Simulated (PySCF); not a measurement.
Dipole response of Ni⁺ (nickel, charge +1)

[Ar] 3d9, 2D determinant. Calculation: PySCF 2.14, in ANO-RCC-VTZP; the spin-free X2C one-electron Hamiltonian (Gaussian nucleus). Coupled (time-dependent) response in atomic units; α is the mean over directions. The basis has no added diffuse functions, which lowers α and C₆.

| method | mean α (bohr³) | α xx, yy, zz | C₆ (like pair) | S(−4) |
| --- | --- | --- | --- | --- |
| UHF | 5.358 | 5.032, 5.032, 6.010 | 15.91 | 28.66 |
| PBE | 8.354 | 7.766, 7.766, 9.529 | 24.36 | 97.24 |
| PBE0 | 7.118 | 6.678, 6.678, 7.997 | 20.87 | 63.56 |

S(−4) is the Cauchy moment in α(ω) = α(0) + S(−4) ω² + …

α(iu) at PBE:

```
u (hartree)  α(iu) (bohr³)
          0          8.354
     0.0500          8.120
      0.100          7.515
      0.200          5.961
      0.300          4.691
      0.500          3.274
      0.750          2.500
       1.00          2.100
       1.50          1.632
       2.00          1.316
       3.00         0.8842
       5.00         0.4496
```

A single London oscillator, α(iu) = α/(1 + u²/ω²), gives C₆ = (3/4) ω α². Matching the computed C₆ needs ω = 4 × 24.36 / (3 × 8.354²) = 0.465 hartree.

For an ion, C₆ is the dispersion term alone; charge-induced terms of lower order in 1/R come first.

The components differ because the open shell of this determinant is not spherical; for a pure term their mean is the scalar polarisability.
